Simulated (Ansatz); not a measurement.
rhenium atom (Re), sextet (core potentials on Re); PBE0/def2-SVP in Ansatz (a first-principles code).

Ansatz was given this input:
Ansatz 0.2 input:
```yaml
crystal:
  periodic: [false, false, false]
  atoms:
    - {symbol: Re, position_ang: [0.00000000, 0.00000000, 0.00000000]}
basis:
  gaussian:
    orbitals: def2-SVP
hamiltonian:
  xc: pbe0
magnetization: {spin_polarized: true, initial_magnetization: 5}
accuracy: high
```

What the program printed (banner, timings and long lists left out):

```
Functional definition: PBE0
332 factors; integrals over basis functions are off by at most 2.8e-9 eV
mean field evaluation 1: about -2126.8079 eV, gradient 4.2e0 eV
mean field evaluation 2: about -2126.8594 eV, gradient 2.4e0 eV
mean field evaluation 4: about -2126.8921 eV, gradient 2.7e-1 eV
mean field evaluation 8: about -2126.8934 eV, gradient 1.6e-3 eV
mean field evaluation 16: about -2126.8934 eV, gradient 6.7e-7 eV
mean field -2126.89342374 eV, -78.1618916624 hartree, gradient 6.7e-8 eV, S^2 8.766282; 2 other end points of the search recorded, 0 dependent functions left out
reference -2126.89342524 eV, -78.1618917173 hartree; 10, 5 occupied and 22, 27 virtual orbitals, 332 factors
Total energy: -2126.89342524 eV, -78.1618917173 hartree
```
